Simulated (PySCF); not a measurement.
Species: C4H7ClSSi.
Cartesian coordinates in Å at the GFN2-xTB level; atoms count from 1:
```xyz
14
C4H7ClSSi angstrom
Si    -1.733   -0.303    0.606
C     -0.231   -0.283   -0.598
C      0.932   -0.925    0.080
C      1.815   -0.077    0.596
Cl     3.197   -0.479    1.521
S      1.462    1.628    0.283
C      0.208    1.136   -0.955
H     -2.857    0.317   -0.098
H     -1.386    0.458    1.802
H     -2.014   -1.699    0.929
H     -0.487   -0.824   -1.513
H      0.999   -1.993    0.187
H      0.692    1.179   -1.934
H     -0.599    1.865   -0.929
```

Theory: TDDFT PBE0/def2-SVPD, vertical, gas phase, core orbitals frozen in the response (PySCF).

Transition dipole moments from the ground state, in atomic units and in the frame of the coordinates above (overall signs are arbitrary), for the states with f of 0.002 or more among the lowest 7:

```
state  E (eV)      μx      μy      μz
   S1   4.620   0.224   0.234   0.003
   S2   4.913  -0.716  -0.643  -0.145
   S3   5.221   0.311   0.135  -0.095
   S4   5.496   0.066  -0.112  -0.119
   S5   6.000   0.350   0.045  -0.102
   S6   6.135   0.216  -0.044  -0.243
   S7   6.230   0.093  -0.129  -0.123
```

**Question.** What oscillator strength does each state have?

**Answer.** f = (2/3) ΔE |μ|² with ΔE in hartree (27.2114 eV).

```tsv
state	|μ|² (au)	|μ| (D)	f
S1	0.105	0.82	0.012
S2	0.947	2.47	0.114
S3	0.124	0.89	0.016
S4	0.031	0.45	0.004
S5	0.135	0.93	0.020
S6	0.108	0.83	0.016
S7	0.040	0.51	0.006
```

**Question.** Which bond between heavy atoms lies closest to the direction of the S2 transition dipole?

**Answer.** C3–C4, at 14° from it; next C2–C7 and S6–C7 at 38°.

**Question.** What angle do the transition dipoles of S1 and S5 make?

**Answer.** |cos θ| = |μa·μb| / (|μa| |μb|) = 0.74, so θ ≈ 42° (taken between 0 and 90°, since the signs are arbitrary).

**Question.** What peak molar absorption coefficient would the strongest computed level give as a lone Gaussian band 0.4 eV wide at half height?

**Answer.** ε(max) = 2.175×10⁸ f / FWHM, with the width in cm⁻¹. S2: 2.175×10⁸ × 0.1140 / 3226 ≈ 7700 L mol⁻¹ cm⁻¹.

On one thread of an Arm Neoverse V1, no GPU, shared host with 32 logical CPUs at a one-minute load of 29, this took 54 s (with the writing of density and orbital grids) and 0.84 GiB of memory at its peak.

One conformer stands for the species.
